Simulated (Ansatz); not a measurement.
Process, species as SMILES: C([CH-]C=O)CC → O=C([CH2-])CCC

Wanted: isomerisation energy (electronic), in kcal/mol. Conventions: spin-orbit terms left out; LANL2DZ all-electron up to Ne; non-relativistic; no dispersion term unless named; valence correlation only. CBS(X,Y): correlation extrapolated as X^-3; Hartree-Fock from the larger set. The bracket is a focal-point correction in the basis named. Ab initio and DFT rows: single points at B3LYP-D3(BJ) geometries (Ansatz, a first-principles code). Sets without +, aug- or the D of def2-TZVPD hold no diffuse functions, which anions need.

```csv
species,coefficient,"E at B3LYP/LANL2DZ (Ansatz), Eh","E at PBE0/def2-TZVPD (Ansatz), Eh"
CCC[CH-]C=O,-1,-271.12842,-270.95769
[CH2-]C(=O)CCC,+1,-271.13635,-270.96158
```

Coupled cluster (Ansatz) is a level with limits of its own, used here on species with T1 under 0.025 (0.045 for open shells) and stable references: RI-MP2/CBS(aug-cc-pVTZ,aug-cc-pVQZ)+[CCSD(T)-MP2]/aug-cc-pVTZ. Value to compare with, RI-MP2/CBS(aug-cc-pVTZ,aug-cc-pVQZ)+[CCSD(T)-MP2]/aug-cc-pVTZ (Ansatz): -3.1 kcal/mol. 1 Eh = 627.5095 kcal/mol.

### Question
Work the quantity out at each level, and compare with RI-MP2/CBS(aug-cc-pVTZ,aug-cc-pVQZ)+[CCSD(T)-MP2]/aug-cc-pVTZ (Ansatz).

### Answer

- B3LYP/LANL2DZ: the sum of coefficient times E is -0.00793 Eh, or -4.98 kcal/mol. Result: -5.0 kcal/mol. Its difference against RI-MP2/CBS(aug-cc-pVTZ,aug-cc-pVQZ)+[CCSD(T)-MP2]/aug-cc-pVTZ (Ansatz) is -1.9 kcal/mol.
- PBE0/def2-TZVPD: the sum of coefficient times E is -0.00389 Eh, or -2.44 kcal/mol. Result: -2.4 kcal/mol. Its difference against RI-MP2/CBS(aug-cc-pVTZ,aug-cc-pVQZ)+[CCSD(T)-MP2]/aug-cc-pVTZ (Ansatz) is 0.7 kcal/mol.
